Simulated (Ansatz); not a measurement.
Reactions of CH8O4Si2 (`C[SiH](O)O[SiH](O)O`).

Gas-phase electronic energies from Ansatz, PBE0-D4/def2-TZVP geometries. CCSD(T)/CBS adds triple-zeta CCSD(T) − MP2 to the extrapolated MP2 energy (def2 sets, frozen cores). This one scheme is used for every species. DFT in def2-TZVPP. B3LYP here is the variant with VWN-RPA as its local correlation; programs differ in this. For Ge outer-core shells are correlated without core-valence functions, which leaves a few kJ/mol of doubt a bond. Scalar relativity is left out up to krypton. Each species was taken in one conformer, which may not be the lowest.

```json
{"reaction": "`C[SiH](O)O[SiH](O)O` + `C[SiH](F)F` → `O[SiH](O)[SiH](F)F` + `CO[SiH](C)O`", "CCSD(T)/CBS(def2) (kJ/mol)": "290"}
{"reaction": "`C[SiH](O)O[SiH](O)O` + CH₃NH₂ → `CN[SiH](C)O` + `O[SiH](O)O`", "CCSD(T)/CBS(def2) (kJ/mol)": "?"}
{"reaction": "`C[SiH](O)O[SiH](O)O` + `[OH][AlH2]` → `O[SiH](O)[O][AlH2]` + `C[SiH](O)O`", "CCSD(T)/CBS(def2) (kJ/mol)": "?"}
{"reaction": "`C[SiH](O)O[SiH](O)O` + `[NH2][GeH3]` → `O[SiH](O)[NH][GeH3]` + `C[SiH](O)O`", "CCSD(T)/CBS(def2) (kJ/mol)": "58"}
{"reaction": "`C[SiH](O)O[SiH](O)O` + `O[SiH2]F` → `O[SiH](O)O[SiH2]F` + `C[SiH](O)O`", "CCSD(T)/CBS(def2) (kJ/mol)": "7"}
{"reaction": "`C[SiH](O)O[SiH](O)O` + `O[Si](F)(F)F` → `O[SiH](O)O[Si](F)(F)F` + `C[SiH](O)O`", "CCSD(T)/CBS(def2) (kJ/mol)": "4"}
```

(1) Fill in the missing values. (Best estimate.)

Largest T1 diagnostic: 0.012, for `[OH][AlH2]`.

## Answers

(1) Computed: `C[SiH](O)O[SiH](O)O` + CH₃NH₂ → `CN[SiH](C)O` + `O[SiH](O)O`: +69.9 kJ/mol; `C[SiH](O)O[SiH](O)O` + `[OH][AlH2]` → `O[SiH](O)[O][AlH2]` + `C[SiH](O)O`: +2.3 kJ/mol.
